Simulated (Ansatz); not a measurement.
Consider the silylene formation by 1,1-elimination: `CN[SiH2][GaH2]` → `C[NH][GaH2]` + `[SiH2]`.

Isolated molecules relaxed with PBE0-D4/def2-TZVP in Ansatz; ΔE leaves out vibrations. CCSD(T)/CBS adds triple-zeta CCSD(T) − MP2 to the extrapolated MP2 energy (def2 sets, frozen cores). This one scheme is used for every species. Functionals use def2-TZVPP. For Ga outer-core shells are correlated without core-valence functions, which leaves a few kJ/mol of doubt a bond. Scalar relativity is left out up to krypton. Each species was taken in one conformer, which may not be the lowest.

`CN[SiH2][GaH2]`:

```xyz
12

C     0.376    1.398   -1.552
N    -0.125    0.762   -0.353
Si    0.323   -0.832    0.126
Ga   -0.726   -1.343    2.234
H     0.317    2.487   -1.470
H    -0.154    1.096   -2.466
H     1.430    1.142   -1.686
H    -1.034    1.092   -0.071
H    -0.027   -1.901   -0.871
H     1.813   -0.878    0.216
H    -0.268   -2.556    3.124
H    -1.924   -0.466    2.769
```

`C[NH][GaH2]`:

```xyz
9

C    -0.448   -0.503   -1.086
N    -0.508    0.179    0.184
Ga    0.866    0.554    1.309
H     0.584   -0.785   -1.306
H    -0.797    0.125   -1.915
H    -1.045   -1.424   -1.094
H    -1.441    0.463    0.437
H     0.507    1.310    2.626
H     2.281    0.080    0.844
```

`[SiH2]`:

```xyz
3

Si   -0.163    0.458   -0.520
H    -0.460    0.390    0.975
H     0.623   -0.848   -0.455
```

| level | ΔE (kJ/mol) | difference from CCSD(T)/CBS |
| --- | --- | --- |
| LDA (SPW92) | 262.3 | 31.5 |
| BLYP-D4 | 219.8 | -11.0 |
| r2SCANh-D4 | 255.7 | 24.9 |
| ωB97X-V | 244.9 | 14.1 |
| PBE0 | 246.2 | 15.4 |
| CAM-B3LYP | 229.3 | -1.5 |
| HF/def2-SVP | 207.8 | -23.0 |
| CCSD(T)/def2-SVP | 199.1 | -31.7 |
| HF/def2-QZVPP | 219.9 | -10.9 |
| SCS-MP2/def2-QZVPP | 232.2 | 1.4 |
| CCSD(T)/CBS | 230.8 | 0 |

Largest T1 diagnostic among the species: 0.015.

From r2SCAN to r2SCAN0 (25 % exact exchange), in def2-TZVPP and without D4, ΔE moves by +4.8 kJ/mol. At CCSD(T), def2-SVP lies −31.7 kJ/mol from the extrapolated value and def2-TZVPP −8.0 kJ/mol. Leaving LDA and LC-ωPBE aside and taking each functional with its dispersion term where it has one, the values, not all of them listed here, spread over 39.0 kJ/mol, from BLYP-D4 to r2SCAN0-D4. LDA lies +27.6 kJ/mol from PBE without D4.
